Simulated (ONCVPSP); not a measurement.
Which change was made? (Ga, ONCV)

Ga, optimised norm-conserving Vanderbilt (ONCV), made with ONCVPSP 4.0.1 (PBEsol, scalar-relativistic). Core [Ne] 3s2, reference 3p6 3d10 4s2 (charge +1). Waves: 4s: rc 2.00 bohr, ncon 3, nbas 7, qcut 3.9 1/bohr, 2 projectors, debl 2.3 Ha; 3p: rc 1.05 bohr, ncon 5, nbas 8, qcut 12.9 1/bohr, 2 projectors, debl 1.2 Ha; 3d: rc 0.95 bohr, ncon 5, nbas 10, qcut 17 1/bohr, 2 projectors, debl 0.4 Ha. Local part: polynomial inside 0.60 bohr (lpopt 1, dvloc0 4 Ha). Core correction: none.

In the p channel the program set the typed energies aside and used -3.932, 0.250 Ha. In the d channel the program set the typed energies aside and used -1.009, 0.250 Ha.

Cutoffs, loose and tight: the cutoffs (Ha) at which the residual kinetic energy of the hardest occupied pseudo-wave falls to 1 and 0.1 mHa per electron. They do not see the model core or the augmentation charge, which bear on the density cutoff. Test errors are all-electron minus pseudo excitation energies from the reference, over the configurations 3p6 3d10 4s2 4p1; 3p6 3d10 4s1; 3p6 3d10 4s0; 3p6 3d10 4s1 4p2; variants that change the core or the reference have their own tests.

The base gives: outcome: generated, projector energies reset by the program; cutoff, loose: 118 Ha; cutoff, tight: 132 Ha; bound ghosts: s; GHOST(+) flags above zero: none; largest test error (meV): -67.

Question: After one change the result is: outcome: generated, projector energies reset by the program; cutoff, loose: 118 Ha; cutoff, tight: 132 Ha; bound ghosts: s; GHOST(+) flags above zero: none; largest test error (meV): -299. Which change was it?
A. all radii scaled by about 0.76 (s 1.50, p 0.80, d 0.72 bohr); local potential polynomial inside 0.46 bohr (lpopt 1, dvloc0 4 Ha)
B. s: rc 2.84
C. core [Ne], valence charge 21; reference 3s2 3p6 3d10 4s2 4p1; waves now 3s+4s: rc 1.15 bohr, ncon 3, nbas 7, qcut 11.4 1/bohr, 2 projectors; 3p+4p: rc 0.95 bohr, ncon 3, nbas 8, qcut 13.9 1/bohr, 2 projectors; 3d: rc 0.85 bohr, ncon 4, nbas 9, qcut 16 1/bohr, 2 projectors, debl 3 Ha; local potential polynomial inside 0.55 bohr (lpopt 5, dvloc0 0 Ha)

Answer: B. The others give: core [Ne], valence charge 21; reference 3s2 3p6 3d10 4s2 4p1; waves now 3s+4s: rc 1.15 bohr, ncon 3, nbas 7, qcut 11.4 1/bohr, 2 projectors; 3p+4p: rc 0.95 bohr, ncon 3, nbas 8, qcut 13.9 1/bohr, 2 projectors; 3d: rc 0.85 bohr, ncon 4, nbas 9, qcut 16 1/bohr, 2 projectors, debl 3 Ha; local potential polynomial inside 0.55 bohr (lpopt 5, dvloc0 0 Ha) → outcome: generated; cutoff, loose: 115 Ha; cutoff, tight: 135 Ha; bound ghosts: none; GHOST(+) flags above zero: s; largest test error (meV): -1.1 over the solved tests; 1 of 4 tests not solved or not reliable | all radii scaled by about 0.76 (s 1.50, p 0.80, d 0.72 bohr); local potential polynomial inside 0.46 bohr (lpopt 1, dvloc0 4 Ha) → outcome: generated, projector energies reset by the program; cutoff, loose: 212 Ha; cutoff, tight: 682 Ha; bound ghosts: s; GHOST(+) flags above zero: s; largest test error (meV): -48.
